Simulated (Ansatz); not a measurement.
Computed with Ansatz on PBE0-D4/def2-TZVP structures; ΔE is electronic, products minus reactants. CBS: MP2 limit from def2 TZ/QZ plus the TZ coupled-cluster correction, frozen cores. This one scheme is used for every species. Functionals use def2-TZVPP. B3LYP here is the variant with VWN-RPA as its local correlation; programs differ in this. For Se outer-core shells are correlated without core-valence functions, which leaves a few kJ/mol of doubt a bond. Scalar relativity is left out up to krypton. Each species was taken in one conformer, which may not be the lowest.

Reaction (substitution at a C–O bond): `C[SiH2]OCN` + `C[SeH]` → `C[Se]CN` + `C[SiH2]O`

(1) Is it downhill or uphill in electronic energy at CCSD(T)/CBS, and by how much? (An estimate is asked.)

(2) What do these levels give: PBE-D4, PBE0-D4, B2PLYP, r2SCAN, B3LYP, HF/def2-TZVPP, SCS-MP2/def2-TZVPP, CCSD/def2-TZVPP, CCSD(T)/def2-TZVPP, HF/def2-QZVPP, MP2/def2-QZVPP, SCS-MP2/def2-QZVPP? (Best estimate.)

Largest T1 diagnostic among the species: 0.011.

Answers

(1) Ansatz gave: Downhill: ΔE = -11.3 kcal/mol.

(2) Ansatz gave: PBE-D4 -11.6, PBE0-D4 -10.7, B2PLYP -10.4, r2SCAN -10.9, B3LYP -9.5, HF/def2-TZVPP -6.0, SCS-MP2/def2-TZVPP -11.2, CCSD/def2-TZVPP -9.8, CCSD(T)/def2-TZVPP -10.6, HF/def2-QZVPP -5.9, MP2/def2-QZVPP -13.1, SCS-MP2/def2-QZVPP -11.6 kcal/mol.

In def2-TZVPP, CCSD(T) changes the Hartree–Fock value by −4.5 kcal/mol (the triples alone add −0.7 kcal/mol) and MP2 by −6.7 kcal/mol. From PBE to PBE0 (25 % exact exchange), in def2-TZVPP and without D4, ΔE moves by +0.8 kcal/mol.
